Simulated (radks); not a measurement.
Task: The mean radii <r> (bohr) of the occupied orbitals of an atom or ion are listed with their occupations. All-electron calculation, scalar-relativistic Kohn-Sham, PW91, spin-unpolarised, spherical densities, finite nucleus; Fermi nuclear charge, rms radius of each element as measured or else 0.836 A^(1/3) + 0.57 fm. Program: a radial shooting solver on a logarithmic mesh with Libxc functionals.

orbital  occ.      <r>
1s          2  0.01632
2s          2  0.06876
2p          6  0.06234
3s          2   0.1776
3p          6   0.1793
3d         10   0.1624
4s          2   0.3917
4p          6   0.4176
4d         10   0.4398
5s          2   0.8771
4f         14   0.4676
5p          6    1.007
5d         10    1.362
6s          1    2.274

Name the element and its charge.

Result: Z = 81, thallium, charge +2: Tl2+ in [Xe] 4f14 5d10 6s1. The 1s radius gives Z: for a bare nucleus <r> = (2 gamma + 1)/(2Z) with gamma = sqrt(1 - (Z/c)^2), 0.01613 bohr for Z = 81, and screening makes it slightly larger (0.01632 here). The occupations add up to 79, and the charge is Z minus that.
